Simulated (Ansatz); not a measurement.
`S[SiH2]BCl` + `FB1N[SiH2]1` → `FB[SiH2]S` + `ClB1N[SiH2]1`  (redistribution)

Computed with Ansatz on PBE0-D4/def2-TZVP structures; ΔE is electronic, products minus reactants. CBS: MP2 limit from def2 TZ/QZ plus the TZ coupled-cluster correction, frozen cores. DFT in def2-TZVPP. B3LYP here is the variant with VWN-RPA as its local correlation; programs differ in this. HSE06 is defined as in plane-wave codes. Each species was taken in one conformer, which may not be the lowest.

`S[SiH2]BCl`:

Z-matrix (Å, degrees):
```
Si
B 1 2.008
S 1 2.153 2 102.6
H 1 1.487 2 114.0 3 -121.0
H 1 1.485 2 113.9 3 112.0
Cl 2 1.743 1 119.0 3 84.6
H 2 1.193 1 124.2 3 -89.4
H 3 1.344 1 94.3 2 -59.0
```

`FB1N[SiH2]1`:

```xyz
7

F    -0.943    2.198   -0.500
B    -0.454    0.997   -0.264
N     0.361    0.429    0.696
Si   -0.052   -0.875   -0.423
H     0.865    0.686    1.531
H    -0.861   -1.983    0.148
H     1.084   -1.452   -1.188
```

`FB[SiH2]S`:

```xyz
8

F    -0.083   -0.493    2.189
B    -0.779   -0.100    1.134
Si   -0.048   -0.419   -0.732
S     1.082    1.362   -1.163
H    -1.785    0.519    1.354
H     0.789   -1.642   -0.876
H    -1.116   -0.425   -1.764
H     1.941    1.198   -0.142
```

`ClB1N[SiH2]1`:

Z-matrix (Å, degrees):
```
Si
B 1 1.920
N 1 1.762 2 43.7
H 1 1.485 2 125.2 3 91.5
H 1 1.485 2 125.2 3 -91.5
Cl 2 1.734 1 162.0 3 180.0
H 3 1.009 1 147.3 2 180.0
```

```csv
level,ΔE (kJ/mol),difference from CCSD(T)/CBS
LDA (SPW92),0.9,1.8
PBE-D4,-0.6,0.3
BLYP-D4,-1.6,-0.7
B97M-V,1.1,2.0
PBE0-D4,-0.5,0.4
B3LYP-D4,-1.4,-0.5
r2SCANh-D4,-0.1,0.8
r2SCAN0-D4,0.1,1.0
HSE06-D4,-0.5,0.4
BHLYP-D4,-0.8,0.1
CAM-B3LYP-D4,-2.3,-1.4
ωB97X-V,-2.3,-1.4
ωB97M-V,-1.2,-0.3
B2PLYP,-2.9,-2.0
PBE-QIDH,-1.5,-0.6
revPBE,-2.7,-1.8
BLYP,-3.5,-2.6
r2SCAN,-0.4,0.5
PBE0,-1.3,-0.4
B3LYP,-2.9,-2.0
r2SCANh,-0.3,0.6
r2SCAN0,-0.3,0.6
HSE06,-1.3,-0.4
BHLYP,-2.2,-1.3
LC-ωPBE,-3.6,-2.7
RPA@PBE/def2-TZVPP,-3.6,-2.7
HF/def2-SVP,-3.3,-2.4
MP2/def2-SVP,-3.3,-2.4
CCSD/def2-SVP,-2.3,-1.4
CCSD(T)/def2-SVP,-2.0,-1.1
HF/def2-TZVPP,-2.3,-1.4
MP2/def2-TZVPP,-3.0,-2.1
SCS-MP2/def2-TZVPP,-3.8,-2.9
CCSD/def2-TZVPP,-2.0,-1.1
CCSD(T)/def2-TZVPP,-2.1,-1.2
HF/def2-QZVPP,-2.4,-1.5
MP2/def2-QZVPP,-2.4,-1.5
HF/CBS(def2),-2.4,-1.5
MP2/CBS(def2),-1.9,-1.0
CCSD/CBS(def2),-0.9,0.0
CCSD(T)/CBS,-0.9,0
```

Q: What do rigid-rotor, harmonic-oscillator terms from PBE0-D4/def2-TZVP frequencies (298.15 K, 1 bar) make of the CCSD(T)/CBS value? (Estimate.)

A: Computed: ΔZPE = -0.1 kJ/mol, ΔH = -0.7 kJ/mol, ΔS = 3 J/(mol·K), ΔG = -1.7 kJ/mol. Modes under 50 cm⁻¹ make the entropy rough.

Largest T1 diagnostic among the species: 0.014.

Leaving LDA and LC-ωPBE aside and taking each functional with its dispersion term where it has one, the values spread over 4.0 kJ/mol, from B2PLYP to B97M-V.
